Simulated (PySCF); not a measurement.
**Ionisation energy of Zn⁺ by level of theory**

Zn⁺ [Ar] 3d10 4s1 (2S) → Zn²⁺ [Ar] 3d10 (1S), as a difference of total energies. Computed with PySCF 2.14 in def2-TZVPPD (6s6p4d2f1g, 67 functions), with no relativity, point nucleus. Correlated levels: valence and next inner shell: [Ne] frozen. The calculations carry no spin-orbit coupling.

| method | ionisation energy (eV) |
| --- | --- |
| UHF | 16.589 |
| MP2 (valence and next inner shell) | 17.487 |
| SCS-MP2 (valence and next inner shell) | 17.317 |
| CCSD (valence and next inner shell) | 17.330 |
| CCSD(T) (valence and next inner shell) | 17.387 |

Question: How much does correlation contribute at CCSD(T) (valence and next inner shell)?

Answer: 17.387 − (16.589) = 0.798 eV, measured against UHF.

These non-relativistic numbers lack the scalar-relativistic shift.

Errors of the correlated levels include the incompleteness of this basis and the frozen core.

For comparison: 17.964 eV (measured; NIST Atomic Spectra Database, ionization energies).
